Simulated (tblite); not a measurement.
C2H11FSSi4.
Structure used (GFN2-xTB), in Å, numbered top down from 1:
```
atom  x, y, z in Å
F1     2.3875    0.8262    0.9391
C2     2.8922   -0.1925    0.1395
Si3    1.5903   -0.6573   -1.1958
Si4   -0.3794   -0.2798    0.0111
Si5   -0.5099   -1.4453    2.0498
Si6   -1.3628    1.8549   -0.2196
C7    -2.6582    0.9129   -1.2794
S8    -2.1026   -0.8360   -1.2752
H9     3.8291    0.1804   -0.2733
H10    3.1178   -1.0188    0.8153
H11    1.8636    0.2047   -2.3567
H12    1.9606   -2.0130   -1.6261
H13   -1.7562   -1.2320    2.7899
H14   -0.3461   -2.8926    1.8805
H15    0.5943   -0.9740    2.8863
H16   -0.7317    2.9073   -1.0240
H17   -2.0207    2.4954    0.9252
H18   -2.7090    1.2344   -2.3172
H19   -3.6684    0.9347   -0.8767
```

Computed with GFN2-xTB (tblite): harmonic, unscaled wavenumbers at the GFN2-xTB geometry, gas phase. Against measured fundamentals such values can be off by several per cent, at times by over 20. Modes of hydrogen on silicon can be 10 to 20 % off. One conformer, not necessarily the lowest.

Harmonic wavenumbers (cm⁻¹): 26.3, 40.9, 45.8, 50.1, 66.7, 72.1, 90.9, 110.0, 128.7, 251.9, 291.8, 320.0, 340.9, 347.9, 386.4, 404.0, 440.5, 463.5, 498.7, 502.5, 553.1, 589.3, 633.9, 684.3, 700.9, 713.2, 741.1, 744.8, 757.0, 783.9, 796.0, 804.7, 811.5, 1005.1, 1038.5, 1156.3, 1204.5, 1275.2, 1456.8, 1459.2, 2175.6, 2201.0, 2203.3, 2209.5, 2227.6, 2238.4, 2256.3, 2971.6, 2985.2, 2989.0, 2999.0.

A = 1015, B = 587.3, C = 534.3 MHz; mass 197.964 u (most abundant isotopes); point group C1, symmetry number 1.

**Question.** Zero-point energy?

**Answer.** ½Σν̃ = 25123 cm⁻¹ = 300.53 kJ/mol.

**Question.** What is S at 298.15 K and 1 bar for an ideal gas of classical rigid rotors and harmonic oscillators?

**Answer.** Translation 174.81, rotation 130.92, vibration 231.38: S = 537.1 J/(mol K).

**Question.** And Cp and H(298.15 K) − H(0)?

**Answer.** Cp = 226.13 J/(mol K), of which vibrations give 192.87 (their classical limit is 51 R = 424.0); H(298.15 K) − H(0) = 42.38 kJ/mol without the zero-point energy, 32.47 from vibrations.

**Question.** Blend soft modes into free rotors: weight 1/[1 + (100 cm⁻¹/ν̃)⁴] for the oscillator and the rest for a rotor with moment μB/(μ + B), μ = h/(8π²ν), B = 10⁻⁴⁴ kg m². What vibrational entropy results?

**Answer.** 197.65 J/(mol K) in place of 231.38, which changes −T·S at 298.15 K by +10.06 kJ/mol.

**Question.** Which modes carry the vibrational entropy at 298.15 K?

**Answer.** 26.3 cm⁻¹: 25.48; 40.9 cm⁻¹: 21.82; 45.8 cm⁻¹: 20.88; 50.1 cm⁻¹: 20.14; 66.7 cm⁻¹: 17.78; 72.1 cm⁻¹: 17.13 J/(mol K); the other 45 give 108.15 together.

Hindered rotation and anharmonicity are outside this model. Other conformers, if any are populated, would add a mixing term that is left out. The structure is chiral; the term R ln 2 for an equal mix with its mirror image is left out.
